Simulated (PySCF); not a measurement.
C8H16Si.
Bonds: C1–C2, C2–C3, C3–C4, C4–C5, C5–C6, C6–Si7, Si7–C8, C4–C9, C1–C9, C5–C8. Hydrogens: H10, H11 on C1; H12, H13 on C2; H14, H15 on C3; H16 on C4; H17 on C5; H18, H19 on C6; H20, H21 on Si7; H22, H23 on C8; H24, H25 on C9.

The closed-shell ground state was solved at several levels (PySCF, density fitting, gas phase, non-relativistic). Isolated species at its PBE0-D3(BJ)/def2-SVP geometry (one conformer only).

```json
{"level": "KT2/pcSseg-1", "basis functions": "240", "total energy (Eh)": "-612.0253", "HOMO (eV)": "-6.52", "LUMO (eV)": "-0.29", "gap (eV)": "6.23", "dipole (D)": "0.64"}
{"level": "PBE0/pcSseg-1", "basis functions": "240", "total energy (Eh)": "-603.4046", "HOMO (eV)": "-7.68", "LUMO (eV)": "0.68", "gap (eV)": "8.36", "dipole (D)": "0.58"}
```

(1) Estimate the row for wB97X-D/def2-SVPD, a basis of 312 functions; the other rows only guide the guess.

(2) Over all these levels, which gives the widest orbital gap and which the narrowest?

(3) How far do the dipole and the HOMO energy spread over the levels?

Results:

(1) Total energy -603.5621 Eh, HOMO -9.48 eV, LUMO 2.14 eV, gap 11.62 eV, dipole 0.60 D.

(2) wB97X-D/def2-SVPD (range-separated hybrid) has the widest, 11.62 eV, and KT2/pcSseg-1 (GGA) the narrowest, 6.23 eV. Functional and basis both differ between the two, so the spread mixes both effects.

(3) The dipole runs from 0.58 to 0.64 D (mean 0.61 D) and the HOMO from -9.48 to -6.52 eV.

The pairwise dispersion term of wB97X-D wasn't added to the energies; at a given geometry it leaves orbitals and properties as they are.
